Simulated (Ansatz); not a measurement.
Stepwise reaction of `F[SiH](F)N[SiH3]` with water, as a gas-phase model of exchange steps in deposition or etching. ΔE in kJ/mol.

Program: Ansatz. Geometries: PBE0-D4/def2-TZVP. ΔE: electronic, gas phase. CCSD(T)/CBS adds triple-zeta CCSD(T) − MP2 to the extrapolated MP2 energy (def2 sets, frozen cores). This one scheme is used for every species. Functionals use def2-TZVPP. B3LYP here is the variant with VWN-RPA as its local correlation; programs differ in this. Each species was taken in one conformer, which may not be the lowest.

| step | reaction | PBE-D4 | B3LYP-D4 | ωB97M-V | CCSD(T)/CBS |
| --- | --- | --- | --- | --- | --- |
| 1 | `F[SiH](F)N[SiH3]` + H₂O → `O[SiH2]N[SiH](F)F` + H₂ | -84.5 | -89.9 | -90.7 | -87.9 |

Task: Give the row of step 2, `O[SiH2]N[SiH](F)F` + H₂O → `O[SiH](O)N[SiH](F)F` + H₂. (Best estimate.)

Result: The calculation gave: 
| step | reaction | PBE-D4 | B3LYP-D4 | ωB97M-V | CCSD(T)/CBS |
| --- | --- | --- | --- | --- | --- |
| 2 | `O[SiH2]N[SiH](F)F` + H₂O → `O[SiH](O)N[SiH](F)F` + H₂ | -92.1 | -99.5 | -100.4 | -96.2 |

Task: By hand: ΔE of the 2 steps together at CCSD(T)/CBS.

Result: (-87.9) + (-96.2) = -184.1 kJ/mol, or -92.1 kJ/mol a step.

In ΔE each step is lower than the one before. All are downhill at CCSD(T)/CBS. PBE-D4 differs from CCSD(T)/CBS by 3.4 to 4.1 kJ/mol a step. Only this route is followed, and other bonds may react first. Isolated molecules leave out the surface, adducts and barriers. Largest T1 diagnostic: 0.012.
